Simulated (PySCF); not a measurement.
Species: CH7FGe2.
SMILES with atom numbers: `[F:1][CH:2]([GeH3:3])[GeH3:4]` (hydrogens: H5 on C2; H6, H7, H8 on Ge3; H9, H10, H11 on Ge4)

Method used: PBE0-D3(BJ)/def2-SVP geometry optimisation, gas phase in PySCF.

What internal coordinates does the optimisation give?

| bond | length (bohr) | order |
| --- | --- | --- |
| F1–C2 | 2.631 | single |
| C2–Ge3, C2–Ge4 | 3.730 | single |
| C2–H5 | 2.087 | single |
| Ge3–H6 and 5 like bonds | 2.908 | single |

Bonds in one row agree within 0.02 bohr and their mean is given. Orders are formal, as drawn. A selection of angles:
| angle | degrees |
| --- | --- |
| F1–C2–Ge3 | 108.2 |
| F1–C2–H5 | 108.2 |
| Ge3–C2–Ge4 | 114.7 |
| Ge3–C2–H5 | 108.7 |
| C2–Ge3–H6 | 109.1 |
| H6–Ge3–H7 | 109.7 |

Ge3 (germanium bonded to C and 3 H) is tetrahedral (angles from 109.0° to 110.0°).

Point group: Cs (tolerance 0.08 Å). Not checked by PBE0-D3(BJ)/def2-SVP frequencies.
